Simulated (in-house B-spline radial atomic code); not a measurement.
Spin-orbit splittings of orbital energies (j = l + 1/2 less j = l - 1/2) and ratios of mean radii (lower j over upper j) along the 24-electron series, configuration [Ar] 3d6. Computed with a radial B-spline atomic code at the basis-set limit: Dirac-Hartree-Fock, average of the configuration, finite nuclei.

```csv
ion,Z,splitting of 3d (eV),radius ratio of 3d,splitting of 3p (eV),radius ratio of 3p,splitting of 2p (eV),radius ratio of 2p
Fe2+,26,0.16335,0.99559,1.6456,0.98999,12.692,0.98746
Co3+,27,0.22413,0.99596,2.0144,0.98957,15.049,0.98647
Ni4+,28,?,?,?,?,?,?
Cu5+,29,0.39027,0.99607,2.9684,0.98865,20.747,0.98437
Zn6+,30,?,?,?,?,?,?
Ga7+,31,0.62735,0.99587,4.2561,0.98758,27.96,0.98212
Ge8+,32,0.77762,0.99571,5.0447,0.987,32.216,0.98093
As9+,33,0.95203,0.99552,5.9414,0.98638,36.951,0.97971
Se10+,34,1.153,0.99531,6.9555,0.98573,42.202,0.97845
Br11+,35,1.3829,0.99509,8.097,0.98505,48.008,0.97715
Kr12+,36,1.6446,0.99484,9.3761,0.98433,54.408,0.97581
Rb13+,37,1.9406,0.99459,10.804,0.98359,61.444,0.97443
Sr14+,38,2.2738,0.99431,12.391,0.98283,69.161,0.97301
Zr16+,40,3.0638,0.99373,16.094,0.9812,86.819,0.97004
Nb17+,41,3.5268,0.99342,18.236,0.98035,96.857,0.96849
Mo18+,42,?,?,?,?,?,?
Tc19+,43,4.6054,0.99277,23.165,0.97857,119.61,0.96527
```

Q: Fill in the row of Ni4+.

A: splitting of 3d (eV): 0.29928; radius ratio of 3d: 0.99608; splitting of 3p (eV): 2.4533; radius ratio of 3p: 0.98913; splitting of 2p (eV): 17.724; radius ratio of 2p: 0.98544.

Q: Fill in the row of Zn6+.

A: splitting of 3d (eV): 0.49896; radius ratio of 3d: 0.99599; splitting of 3p (eV): 3.5667; radius ratio of 3p: 0.98814; splitting of 2p (eV): 24.148; radius ratio of 2p: 0.98326.

Q: Fill in the row of Mo18+.

A: splitting of 3d (eV): 4.0395; radius ratio of 3d: 0.9931; splitting of 3p (eV): 20.588; radius ratio of 3p: 0.97947; splitting of 2p (eV): 107.77; radius ratio of 2p: 0.9669.

Q: With what power of Z does the column «splitting of 2p (eV)» change over this range?

A: A fit of the logarithm of its size against log Z from Z = 26 to 43 has slope 4.46. An unscreened hydrogenic electron would give 4 at low Z; screening makes the apparent power larger near the neutral end, and relativity raises it again at high Z.
